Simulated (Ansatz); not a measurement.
The same atomization along the group Cl, Br, I.

Isolated molecules relaxed with PBE0-D4/def2-TZVP in Ansatz; ΔE leaves out vibrations. CCSD(T)/CBS is the MP2 limit (def2-TZVPP, def2-QZVPP) plus CCSD(T) − MP2 in def2-TZVPP, frozen cores. This one scheme is used for every species, atoms too. Functionals use def2-TZVPP. Open shells (•) are unrestricted, without spin–orbit coupling. Spin–orbit coupling would lower the free atoms: a little for C, Cl; clearly for Br; strongly for I. def2 core potentials past Kr. Bonds to Br, I are less sure, by a few kJ/mol each and by 10 to 20 or more in all where they break to atoms, as the def2 sets lack core-valence functions. Scalar relativity is left out up to krypton. One conformer a species, not always the lowest.

| reaction | B2PLYP (kJ/mol) | CCSD/CBS(def2) (kJ/mol) | CCSD(T)/CBS(def2) (kJ/mol) |
| --- | --- | --- | --- |
| `C=C(N)Cl` → 2 C• + 4 H• + Cl• + N• | 2974 | 2938 | 2996 |
| `C=C(N)Br` → 2 C• + 4 H• + Br• + N• | 2923 | 2891 | 2949 |
| `C=C(N)I` → 2 C• + 4 H• + I• + N• | 2870 | 2840 | 2901 |

Largest T1 diagnostic: 0.011, for `C=C(N)Cl`.

For atomizations the MP2-based limit and the directly extrapolated one differ by several kJ/mol either way, and by 10 to 25 for some Ge, Se and Sn compounds, so smaller differences from it don't rank the levels.
